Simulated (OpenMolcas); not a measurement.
# What dynamic correlation does to the levels of Co V

```json
{"Program": "OpenMolcas 26.06", "Basis": "ANO-L-VTZP [6s5p3d2f1g]", "Scalar Hamiltonian": "non-relativistic, point nucleus", "Active space": "5 electrons in 5 orbitals (3d)", "State averaging": "2S+1 = 6 even, 1 root; 2S+1 = 4 even, 24 roots; 2S+1 = 2 even, 75 roots", "Spin-orbit coupling": "state interaction with AMFI integrals over the reference wave functions, term energies averaged over their components"}
```

Methods on the same reference wave functions:
A. CASSCF
B. SS-CASPT2, IPEA 0.25 Eh, imaginary shift 0.1 Eh (closed shells correlated: 3s 3p)
C. MS-CASPT2, IPEA 0.25 Eh, imaginary shift 0.1 Eh (closed shells correlated: 3s 3p)

Energies in cm-1 above 3d5 6S 5/2, the measured ground level; measured values from Sugar and Corliss, J. Phys. Chem. Ref. Data 10, 1097 (1981).

| Level | A | B | C | Measured |
| --- | --- | --- | --- | --- |
| 3d5 6S 5/2 | 0.0 | 0.0 | 0.0 | 0.0 |
| 3d5 4G 5/2 | 42043 | 38620 | 38620 |  |
| 3d5 4G 7/2 | 42089 | 38680 | 38680 |  |
| 3d5 4G 11/2 | 42101 | 38690 | 38690 | 37218 |
| 3d5 4G 9/2 | 42116 | 38710 | 38710 |  |
| 3d5 4P 5/2 | 48288 | 42480 | 42480 | 40753 |
| 3d5 4P 3/2 | 48417 | 42620 | 42620 | 40891 |
| 3d5 4P 1/2 | 48572 | 42780 | 42780 | 41024 |
| 3d5 4D 7/2 | 52264 | 46280 | 46280 | 44709 |
| 3d5 4D 1/2 | 52413 | 46440 | 46440 | 44908 |
| 3d5 4D 3/2 | 52531 | 46560 | 46560 |  |
| 3d5 4D 5/2 | 52559 | 46590 | 46590 |  |
| 3d5 2I 11/2 | 59892 | 56520 | 56520 |  |
| 3d5 2I 13/2 | 60003 | 56650 | 56650 |  |
| 3d5 2D 5/2(1) [65 %] | 67012 | 59540 | 59540 | 57083 |
| 3d5 2D 3/2(1) | 67927 | 60310 | 60310 | 57823 |
| 3d5 2F 7/2(1) | 69370 | 62250 | 62250 | 59455 |
| 3d5 4F 9/2 | 70370 | 63220 | 63220 | 60830 |
| 3d5 4F 7/2 | 70478 | 63320 | 63320 | 60974 |
| 3d5 4F 3/2 | 70795 | 63600 | 63600 |  |
| 3d5 2H 9/2 [73 %] | 73453 | 67520 | 67520 | 64742 |
| 3d5 2H 11/2 | 73876 | 68210 | 68210 | 65284 |
| 3d5 2G 7/2(1) | 75995 | 68880 | 68880 | 66229 |
| 3d5 2G 9/2(1) [72 %] | 76356 | 69480 | 69480 | 66760 |

Deviations, from unrounded energies. A percentage is the sum of absolute deviations over the sum of measured energies, with the sign that they share, or ± where signs differ.

```tsv
Against measurement	Levels	A	B	C
mean absolute deviation (cm-1)	15	8500	2200	2200
other terms of the ground configuration (%)	15	+15.9	+4.1	+4.1
```

B, C lie about equally close to measurement and A furthest from it. The largest miss of B in the table is 3d5 2H 11/2, by +2900 cm-1. The ranking rests on the paired levels alone, and a cruder setting can come out closer through cancelling errors.

Between B and C no level of the table moves by more than 5 cm-1.

The two smallest mean deviations differ by little beside CASPT2's spread within terms, so their order carries little weight.

From A to B the spin-free energies of the other terms of 3d5 shown, above 6S, scale by factors of 0.88 to 0.94, as is usual when dynamic correlation screens the repulsion within a d or f shell.

The lowest spin-free term lies below A's lowest term by 0.344 hartree in B, 0.344 hartree in C.

Term energies are means over components that CASPT2 splits; among the terms shown or strongly mixed into the levels shown the widest spread is 670 cm-1 (3d5 4F, C). Without dynamic correlation excited terms often stand tens of per cent too high (terms of higher spin than the ground term too low), and those without a measured partner can miss by more than the paired ones (holds for A). Some levels mix across a computed gap that differs much from the measured one, so their mixing is not that of the real levels (holds for A). Blocks of more than 70 roots (2S+1 = 2 even) ran without multistate coupling (holds for C). Measured partners are found by configuration, term and J. A level has none where our copy of the source lacks it or the pairing is in doubt (some pairs that miss far off the trend of their configuration count as doubtful), and it then counts in no deviation. Only configurations of the active space appear. The table leaves out levels that lie high or whose names do not pair safely across all columns.

A share in square brackets marks a mixed level and gives the weight of the term that names it, the lowest over the columns. A number in round brackets counts repeated terms of one configuration in the order of the reference energies.
